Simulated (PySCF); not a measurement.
## `C(F)=C=C(F)[SiH3]`, C₃H₄F₂Si

Geometry:
| atom | x (Å) | y (Å) | z (Å) |
| --- | --- | --- | --- |
| F1 | 2.910 | 0.480 | 1.239 |
| C2 | 2.013 | 0.884 | 0.333 |
| C3 | 1.011 | 0.145 | -0.040 |
| C4 | -0.065 | -0.511 | -0.364 |
| F5 | -0.057 | -1.366 | -1.414 |
| Si6 | -1.702 | -0.392 | 0.556 |
| H7 | 2.223 | 1.877 | -0.048 |
| H8 | -1.564 | 0.671 | 1.577 |
| H9 | -2.776 | -0.063 | -0.414 |
| H10 | -1.997 | -1.700 | 1.193 |

Method: TDDFT CAM-B3LYP/def2-TZVPD circular dichroism and optical rotation, one conformer, gas phase in PySCF. Geometry: PBE0-D3(BJ)/def2-TZVP.

No stereocentre is labelled: unless the shape is locked (an allene, a helicene, a hindered biaryl), the mirror image is equally populated and a measured rotation or CD is zero.

Problem. Draw the ECD and absorption spectra from the lowest 12 states, each a Gaussian of half-width 0.3 eV at 1/e height.

Solution. 
| E (eV) | λ (nm) | Δε (L mol⁻¹ cm⁻¹) | ε (L mol⁻¹ cm⁻¹) |
| --- | --- | --- | --- |
| 4.77 | 260 | +0.17 | 6.77 |
| 4.87 | 254 | +0.48 | 18.5 |
| 4.97 | 249 | +1.05 | 40.6 |
| 5.07 | 244 | +1.89 | 72.5 |
| 5.17 | 240 | +2.82 | 106 |
| 5.27 | 235 | +3.62 | 133 |
| 5.37 | 231 | +4.22 | 147 |
| 5.47 | 227 | +4.64 | 153 |
| 5.57 | 223 | +4.82 | 151 |
| 5.67 | 219 | +4.52 | 138 |
| 5.77 | 215 | +3.62 | 112 |
| 5.87 | 211 | +2.40 | 85 |
| 5.97 | 208 | +1.27 | 81.9 |
| 6.07 | 204 | +0.48 | 127 |
| 6.17 | 201 | +0.03 | 231 |
| 6.27 | 198 | -0.23 | 378 |
| 6.37 | 195 | -0.38 | 547 |
| 6.47 | 192 | -0.49 | 832 |
| 6.57 | 189 | -0.74 | 1660 |
| 6.67 | 186 | -1.47 | 3960 |
| 6.77 | 183 | -3.16 | 8890 |
| 6.87 | 180 | -6.06 | 16800 |
| 6.97 | 178 | -9.65 | 26100 |
| 7.07 | 175 | -12.21 | 33900 |
| 7.17 | 173 | -10.97 | 38400 |
| 7.27 | 170 | -3.30 | 40300 |
| 7.37 | 168 | +10.64 | 41200 |
| 7.47 | 166 | +25.97 | 40600 |
| 7.57 | 164 | +35.18 | 36400 |
| 7.67 | 162 | +34.00 | 28000 |
| 7.77 | 160 | +24.77 | 18000 |
| 7.87 | 157 | +13.63 | 9760 |
| 7.97 | 156 | +5.29 | 4940 |
| 8.07 | 154 | +0.99 | 3050 |

Δε uses R in velocity form, ε uses f in length form. Only the states computed contribute, so the short-wavelength end is incomplete.
